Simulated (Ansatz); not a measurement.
`CBBO` + HCl → `OBCl` + `BC` at 298.15 K and 1 bar (cleavage of the B–B bond).

Isolated molecules relaxed with PBE0-D4/def2-TZVP in Ansatz; ΔE leaves out vibrations. CCSD(T)/CBS is the MP2 limit (def2-TZVPP, def2-QZVPP) plus CCSD(T) − MP2 in def2-TZVPP, frozen cores. This one scheme is used for every species. Each species was taken in one conformer, which may not be the lowest.

```
species  CCSD(T)/CBS energy (Eh)  H − E (kJ/mol)  S (J/(mol·K))
 `CBBO`               -166.44324           217.3          314.2
    HCl               -460.38127            26.6          186.8
 `OBCl`               -561.03999            87.8          264.5
   `BC`                -65.83255           158.6          247.5
```

H − E and S are ideal-gas, rigid-rotor, harmonic terms from PBE0-D4/def2-TZVP, for one conformer and one mirror image of each species. 1 Eh = 2625.50 kJ/mol, R = 8.31446 J/(mol·K).

**Question.** By hand: ΔE, ΔH, ΔS and ΔG.

**Answer.** ΔE = (-561.03999) + (-65.83255) − (-166.44324) − (-460.38127) = -0.04803 Eh = -126.1 kJ/mol. Δ(H − E) = 87.8 + 158.6 − 217.3 − 26.6 = 2.5, so ΔH = -123.6 kJ/mol. ΔS = 264.5 + 247.5 − 314.2 − 186.8 = 11.0 J/(mol·K). ΔG = -123.6 − 298.15 × (11.0)/1000 = -126.9 kJ/mol.

**Question.** By hand: the equilibrium constant, and the temperature at which ΔG would vanish if ΔH and ΔS stayed fixed.

**Answer.** log₁₀ K = −ΔG/(RT ln 10) = 22.2. ΔH and −TΔS have one sign here, so there is no such temperature.

The number of gas molecules stays the same, so ΔS is small and ΔH decides. A doubt of 5 kJ/mol in ΔE shifts log₁₀ K by 0.9 here. Other conformers and mirror images would add mixing entropy, several J/(mol·K) or more a flexible species. These are equilibria of isolated gas molecules and say nothing of rates. Largest T1 diagnostic: 0.013 (customary marks: 0.02 for closed shells, 0.045 for open ones).

ΔS is within the doubt of such terms, so its sign, and with it that verdict, could turn.
